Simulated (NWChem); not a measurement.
System meant: C₃H₅BO₂; SMILES O=CB1COC1

Input file for NWChem:

```
start job
memory heap 200 mb stack 900 mb global 1100 mb
geometry units angstroms noautoz
  O     -0.521926    -2.301951     0.000000
  C      0.486893    -1.624809     0.000000
  B      0.257226    -0.072582     0.000000
  C     -0.022893     1.065113    -1.054837
  O     -0.240489     2.010037     0.000000
  C     -0.022893     1.065113     1.054837
  H      1.499019    -2.114211     0.000000
  H     -0.917907     0.916422    -1.690268
  H      0.811692     1.354042    -1.723007
  H      0.811692     1.354042     1.723007
  H     -0.917907     0.916422     1.690268
end
basis spherical
  * library def2-svp
end
dft
  xc b3lyp
  iterations 4
  mulliken
end
task dft energy
```

End of the output:

```
    Atom       Charge   Shell Charges
 -----------   ------   -------------------------------------------------------
    1 O    8     8.12   1.97  0.93  0.64  2.68  1.86  0.03
    2 C    6     5.89   1.97  0.62  0.33  1.77  1.03  0.18
    3 B    5     5.04   1.96  0.57  0.24  1.45  0.63  0.19
    4 C    6     5.96   1.96  0.59  0.30  1.85  1.13  0.12
    5 O    8     8.19   1.97  0.92  0.60  2.72  1.94  0.03
    6 C    6     5.96   1.96  0.59  0.30  1.85  1.13  0.12
    7 H    1     1.00   0.65  0.29  0.06
    8 H    1     0.96   0.63  0.26  0.07
    9 H    1     0.96   0.63  0.26  0.07
   10 H    1     0.96   0.63  0.26  0.07
   11 H    1     0.96   0.63  0.26  0.07

 center of mass
 --------------
 x =  -0.02489777 y =   0.04999880 z =   0.00000000

 moments of inertia (a.u.)
 ------------------
         916.280341756152           0.000000000000           0.000000000000
           0.000000000000         187.499502704372           0.000000000000
           0.000000000000           0.000000000000         829.186157328330

     Multipole analysis of the density
     ---------------------------------

     L   x y z        total         alpha         beta         nuclear
     -   - - -        -----         -----         ----         -------
     0   0 0 0     -0.000000    -22.000000    -22.000000     44.000000

     1   1 0 0      0.791967      0.395983      0.395983     -0.000000
     1   0 1 0     -0.009566     -0.004783     -0.004783     -0.000000
     1   0 0 1     -0.000000     -0.000000     -0.000000     -0.000000

     2   2 0 0    -25.139160    -29.731551    -29.731551     34.323942
     2   1 1 0      1.945646     -1.322231     -1.322231      4.590108
     2   1 0 1     -0.000000     -0.000000     -0.000000      0.000000
     2   0 2 0    -33.891421   -220.244497   -220.244497    406.597574
     2   0 1 1     -0.000000     -0.000000     -0.000000      0.000000
     2   0 0 2    -23.483752    -56.386771    -56.386771     89.289789

 ------------------------------------------------------------------------
 dft energy failed                                                                                  0
 ------------------------------------------------------------------------
 ------------------------------------------------------------------------
  current input line :
    24: task dft energy
 ------------------------------------------------------------------------
 ------------------------------------------------------------------------
 This type of error is most commonly associated with calculations not reaching convergence criteria
 ------------------------------------------------------------------------
 For more information see the NWChem manual at https://nwchemgit.github.io

0:dft energy failed:Received an Error in Communication
```

Question: Can this run be used? If not, why, and what is the fix?

Answer: Convergence was not reached. Cause: the SCF was allowed too few iterations. This input runs:
```
start job
memory heap 200 mb stack 900 mb global 1100 mb
geometry units angstroms noautoz
  O     -0.521926    -2.301951     0.000000
  C      0.486893    -1.624809     0.000000
  B      0.257226    -0.072582     0.000000
  C     -0.022893     1.065113    -1.054837
  O     -0.240489     2.010037     0.000000
  C     -0.022893     1.065113     1.054837
  H      1.499019    -2.114211     0.000000
  H     -0.917907     0.916422    -1.690268
  H      0.811692     1.354042    -1.723007
  H      0.811692     1.354042     1.723007
  H     -0.917907     0.916422     1.690268
end
basis spherical
  * library def2-svp
end
dft
  xc b3lyp
  iterations 150
  mulliken
end
task dft energy
```
It converges to -292.32523 Ha (B3LYP/def2-SVP).
